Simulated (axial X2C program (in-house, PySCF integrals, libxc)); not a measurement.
**Working with the constants of CoTe⁺**

A bond curve at the PBE0 level, two-component, was computed with an axial X2C code built on PySCF integrals (basis Te dyall-cv3z [11s12p8d4f1g], Co dyall-cv3z [9s10p6d3f2g] (cores contracted in-house)) for the state Ω = 4 (⟨Sz⟩ = 1.98, ⟨Lz⟩ = 2.02 at PBE0). Its fit gives Re = 2.3888 Å, ωe = 261.1 cm⁻¹, ωexe = 0.975 cm⁻¹ and αe = 3.235e-04 cm⁻¹; the masses are 129.9062 and 58.9332 u. Two-component means X2C with spin–orbit coupling and atomic mean-field Coulomb and Gaunt terms.

Q: Find the reduced mass, Be and the force constant.

A: From the PBE0 values: μ = 40.5413 u. Be = 16.8576/(μ Re²) = 0.07287 cm⁻¹. k = 5.8918×10⁻⁷ μ ωe² = 1.63 mdyn/Å.

Q: Estimate the centrifugal constant by the Kratzer relation.

A: D = 4Be³/ωe² = 2.27e-08 cm⁻¹.

Q: Where do the fundamental and the first overtone lie?

A: ν(1←0) = ωe − 2ωexe = 259.2 cm⁻¹; ν(2←0) = 2ωe − 6ωexe = 516.4 cm⁻¹.

Q: A Morse curve ties αe to the other constants (Pekeris). How well does that hold?

A: αe(Morse) = 6Be²/ωe × (√(ωexe/Be) − 1) = 3.243e-04 cm⁻¹; the PBE0 curve gives 3.235e-04 cm⁻¹, a ratio of 1.00.

Occupations by symmetry block were frozen at the best pattern of an incomplete PBE0 search. Density functionals use the spin component along the axis (collinear). PBE0 can misorder states that lie within some tenths of an eV, so this need not be the ground state of the molecule. The nearest other 2c determinant of the search, Ω = 2, lies 0.29 eV up at the distance of the search. The functionals have no current-density term, which raises determinants with orbital currents, atoms included. With several unpaired electrons one determinant need not be a pure state. Open-shell Ω = 0 determinants with evenly filled partner blocks cannot be reached by this program, so the Ω shown need not be the lowest component.
